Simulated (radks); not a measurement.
Ionisation of the tellurium ion Te+, [Kr] 4d10 5s2 5p3, to [Kr] 4d10 5s2 5p2 as the strength of local exchange is varied. All-electron calculation, scalar-relativistic Kohn-Sham, Slater X-alpha exchange (alpha = 2/3 is LDA exchange), no correlation, spin-polarised, spherical densities, finite nucleus; open shells are filled with parallel spins first (spin-orbit coupling, left out, can overturn this in heavy ions); Fermi nuclear charge, rms radius 4.7423 fm. Program: a radial shooting solver on a logarithmic mesh with Libxc functionals.

| alpha | E(Te+) (hartree) | exchange (hartree) | IE (eV) | -e of the level emptied (eV) | <r> of it (bohr) |
|---|---|---|---|---|---|
| 0.6 | -6766.92664 | -147.84113 | 17.076 | 12.937 (5p) | 2.527 |
| 0.667 | -6783.49562 | -164.73490 | 17.902 | 13.723 (5p) | 2.488 |
| 0.67 | -6784.23843 | -165.49314 | 17.940 | 13.759 (5p) | 2.486 |
| 0.672 | -6784.73367 | -165.99872 | 17.965 | 13.783 (5p) | 2.485 |
| 0.72 | -6796.62991 | -178.15322 | 18.569 | 14.360 (5p) | 2.458 |
| 0.745 | -6802.83375 | -184.49934 | 18.887 | 14.664 (5p) | 2.444 |
| 0.828 | -6823.46919 | -205.64529 | 19.962 | 15.696 (5p) | 2.400 |
| 0.96 | -6856.40940 | -239.51801 | 21.727 | 17.399 (5p) | 2.335 |

NIST Atomic Spectra Database: 18.6 +/- 0.4 eV (measured). The Delta-SCF value meets it near alpha = 0.72. Open shells are spherical and high-spin; term and fine-structure splittings are not resolved. Spin-orbit splitting is averaged out at the scalar-relativistic level.
